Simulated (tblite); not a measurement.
Species: C₂H₁₂BNSi₂.
SMILES with atom numbers: `[CH3:1][B:2]([CH3:3])[SiH2:4][NH:5][SiH3:6]` (hydrogens: H7, H8, H9 on C1; H10, H11, H12 on C3; H13, H14 on Si4; H15 on N5; H16, H17, H18 on Si6)

Computed with GFN2-xTB (tblite), gas phase: L-BFGS steps from a force-field or distance-geometry start until the largest atomic force falls under 0.01 eV/Å.

Step 5: E = -490.5101 eV
```
atom  x, y, z in Å  |  force x, y, z in eV/Å
C1     -1.7230    0.0324    1.4045   -0.177   0.135   0.291
B2     -1.1218   -0.0719   -0.0310   -0.110  -0.087   0.043
C3     -1.7545    0.7341   -1.1994   -0.283   0.252  -0.294
Si4     0.3515   -1.2880   -0.3596    0.018  -0.181   0.033
N5      1.7749   -0.3951   -0.8600    0.175   0.010  -0.055
Si6     2.4705    0.6356    0.3471    0.012  -0.099  -0.040
H7     -2.0451   -0.9316    1.7854   -0.073  -0.213  -0.050
H8     -2.5611    0.7176    1.5115   -0.061   0.050  -0.011
H9     -0.9591    0.3439    2.1084    0.196   0.130   0.140
H10    -1.0017    1.3637   -1.6583    0.198   0.220  -0.081
H11    -2.0816    0.0891   -2.0126   -0.054  -0.134  -0.011
H12    -2.5979    1.3694   -0.9311   -0.011   0.017   0.013
H13     0.7740   -2.0041    0.8586   -0.043  -0.318   0.066
H14     0.0600   -2.3140   -1.3740    0.210  -0.062  -0.100
H15     2.4695   -0.9621   -1.3308   -0.173   0.161  -0.063
H16     3.6197    1.3614   -0.1645    0.108   0.013  -0.204
H17     1.4458    1.5608    0.8115   -0.129   0.075  -0.039
H18     2.8712   -0.2349    1.4424    0.195   0.030   0.363
```

Step 6: E = -490.5473 eV
```
atom  x, y, z in Å  |  force x, y, z in eV/Å
C1     -1.7299    0.0401    1.4099   -0.144   0.109   0.274
B2     -1.1222   -0.0641   -0.0306   -0.267  -0.089   0.099
C3     -1.7614    0.7448   -1.2012   -0.264   0.205  -0.307
Si4     0.3403   -1.3072   -0.3518    0.158   0.020  -0.056
N5      1.7758   -0.4132   -0.8252    0.276   0.060  -0.130
Si6     2.4836    0.6383    0.3616   -0.063  -0.176  -0.277
H7     -2.0433   -0.9334    1.7852   -0.078  -0.088  -0.089
H8     -2.5756    0.7251    1.5244    0.140  -0.092  -0.036
H9     -0.9578    0.3429    2.1144    0.081   0.142   0.074
H10    -1.0025    1.3675   -1.6654    0.116   0.212  -0.031
H11    -2.0810    0.0905   -2.0149   -0.059  -0.057   0.079
H12    -2.6128    1.3843   -0.9404    0.196  -0.123  -0.023
H13     0.7745   -2.0345    0.8488   -0.076  -0.345   0.168
H14     0.0936   -2.3236   -1.3849    0.136  -0.063  -0.109
H15     2.4613   -0.9444   -1.3548   -0.296   0.209   0.090
H16     3.6273    1.3586   -0.1884    0.003  -0.047  -0.116
H17     1.4385    1.5555    0.7990   -0.085   0.092  -0.011
H18     2.8830   -0.2208    1.4627    0.226   0.030   0.403
```

Step 7: E = -490.5752 eV
```
atom  x, y, z in Å  |  force x, y, z in eV/Å
C1     -1.7362    0.0466    1.4194   -0.050   0.038   0.137
B2     -1.1282   -0.0593   -0.0295   -0.295  -0.082   0.089
C3     -1.7684    0.7560   -1.2078   -0.115   0.075  -0.179
Si4     0.3346   -1.3221   -0.3465    0.203   0.158  -0.081
N5      1.7792   -0.4256   -0.8018    0.176   0.101  -0.105
Si6     2.4933    0.6379    0.3697   -0.081  -0.180  -0.290
H7     -2.0437   -0.9369    1.7833   -0.072   0.042  -0.085
H8     -2.5860    0.7307    1.5337    0.234  -0.158  -0.014
H9     -0.9550    0.3452    2.1207   -0.044   0.123   0.015
H10    -1.0009    1.3746   -1.6714   -0.001   0.158   0.015
H11    -2.0824    0.0894   -2.0163   -0.062   0.023   0.109
H12    -2.6229    1.3950   -0.9472    0.277  -0.164  -0.062
H13     0.7734   -2.0647    0.8443   -0.112  -0.308   0.165
H14     0.1223   -2.3319   -1.3954    0.089  -0.031  -0.087
H15     2.4509   -0.9280   -1.3722   -0.261   0.158   0.108
H16     3.6332    1.3556   -0.2093   -0.093  -0.105  -0.036
H17     1.4315    1.5528    0.7888    0.004   0.051  -0.011
H18     2.8964   -0.2090    1.4859    0.202   0.102   0.312
```

Step 8: E = -490.5973 eV
```
atom  x, y, z in Å  |  force x, y, z in eV/Å
C1     -1.7413    0.0517    1.4294    0.063  -0.046  -0.035
B2     -1.1386   -0.0571   -0.0276   -0.193  -0.085   0.028
C3     -1.7742    0.7658   -1.2160    0.084  -0.074  -0.002
Si4     0.3338   -1.3314   -0.3434    0.150   0.175  -0.042
N5      1.7833   -0.4330   -0.7856   -0.016   0.109  -0.061
Si6     2.5001    0.6346    0.3727   -0.046  -0.110  -0.120
H7     -2.0456   -0.9393    1.7802   -0.062   0.120  -0.046
H8     -2.5911    0.7332    1.5411    0.211  -0.136   0.026
H9     -0.9531    0.3498    2.1264   -0.127   0.088  -0.021
H10    -0.9996    1.3836   -1.6760   -0.099   0.083   0.048
H11    -2.0851    0.0884   -2.0161   -0.065   0.069   0.078
H12    -2.6270    1.4015   -0.9536    0.233  -0.117  -0.076
H13     0.7700   -2.0950    0.8434   -0.151  -0.214   0.080
H14     0.1474   -2.3390   -1.4054    0.062   0.031  -0.037
H15     2.4388   -0.9130   -1.3849   -0.137   0.061   0.031
H16     3.6362    1.3510   -0.2269   -0.151  -0.143   0.020
H17     1.4262    1.5514    0.7802    0.098  -0.008  -0.022
H18     2.9111   -0.1969    1.5103    0.147   0.197   0.153
```

**Question.** Estimate the geometry and energy of step 9. (The exact step hangs on the optimiser's Hessian estimate; all steps are aligned on step 8, rigid shifts and turns removed.)

**Answer.** E = -490.6108 eV, largest force 0.270 eV/Å
```
atom  x, y, z in Å  |  force x, y, z in eV/Å
C1     -1.7433    0.0541    1.4347    0.119  -0.088  -0.129
B2     -1.1482   -0.0573   -0.0261   -0.037  -0.100  -0.037
C3     -1.7762    0.7705   -1.2208    0.194  -0.150   0.105
Si4     0.3355   -1.3346   -0.3418    0.046   0.093   0.014
N5      1.7852   -0.4360   -0.7758   -0.125   0.085  -0.068
Si6     2.5038    0.6308    0.3732   -0.004  -0.025   0.065
H7     -2.0480   -0.9387    1.7776   -0.055   0.106   0.000
H8     -2.5907    0.7325    1.5465    0.119  -0.063   0.044
H9     -0.9544    0.3542    2.1298   -0.128   0.058  -0.026
H10    -1.0007    1.3908   -1.6780   -0.117   0.030   0.055
H11    -2.0881    0.0891   -2.0148   -0.061   0.060   0.019
H12    -2.6257    1.4038   -0.9591    0.130  -0.041  -0.049
H13     0.7649   -2.1184    0.8439   -0.177  -0.118  -0.011
H14     0.1649   -2.3428   -1.4124    0.050   0.091   0.010
H15     2.4288   -0.9023   -1.3931   -0.047  -0.001  -0.035
H16     3.6354    1.3454   -0.2380   -0.150  -0.147   0.033
H17     1.4248    1.5502    0.7741    0.143  -0.039  -0.024
H18     2.9231   -0.1850    1.5284    0.101   0.248   0.035
```

The energy changes by -0.0136 eV. The first-order estimate −F·Δx gives -0.0188 eV and the mean of the old and new forces, exact on a quadratic surface, -0.0135 eV. The step makes an angle of 62° with the force vector and moves no atom by more than 0.025 Å.

What follows is the cost of the whole relaxation. Hardware: one thread of an Arm Neoverse V1, shared host with 32 logical CPUs at a one-minute load of 20. Cost: 0.9 s.
